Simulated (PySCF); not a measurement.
**Two-component Hartree-Fock for As²⁺ (arsenic, charge +2)**

Start: [Ar] 3d10 4s2 4p1; 4p1/2 filled at m_j = +1/2. Calculated with PySCF 2.14 in x2c-TZVPPall-2c (6s7p4d1f, 54 functions): generalised Hartree-Fock with the X2C-1e Hamiltonian and a Gaussian nucleus; one run each with spin-orbit coupling (SO) switched off, then screened by Boettger's factors.

```tsv
spinor shell	electrons	ε, spin-free (eV)	ε, screened SO (eV)	weight of nominal j (screened SO)	rms radius, screened SO (bohr)
1s1/2	2	-11966.7	-11966.3	1.000	0.0524
2s1/2	2	-1594.1	-1593.9	1.000	0.219
2p1/2	2	-1395.5	-1420.6	1.000	0.194
2p3/2	4	-1395.5	-1383.3	1.000	0.197
3s1/2	2	-246.88	-246.78	1.000	0.639
3p1/2	2	-183.05	-186.77	1.000	0.659
3p3/2	4	-183.05	-181.13	1.000	0.671
3d3/2	4	-77.892	-78.316	0.998	0.745
3d5/2	6	-77.892	-77.466	0.999	0.747
4s1/2	2	-37.590	-37.545	0.997	1.98
4p1/2	1	-27.830	-28.067	0.981	2.31
```

```tsv
quantity	spin-free	screened SO
E (hartree)	-2257.95752	-2258.06088
M_J	1/2	1/2
⟨J²⟩	1.060	0.817
⟨L²⟩	2.036	2.037
⟨S²⟩	0.762	0.764
```

Each row is a mean over spinors that exchange with the open shell spreads, by up to 0.677 eV (3p1/2).

⟨J²⟩ departs a little from M_J(M_J + 1) because the unrestricted spinors polarise the closed shells.

Without spin-orbit coupling the j labels of p, d and f shells carry no meaning; the spin-free column gives the mean over the occupied spinors of each nl shell, and its ⟨J²⟩ belongs to a mixture of degenerate components.
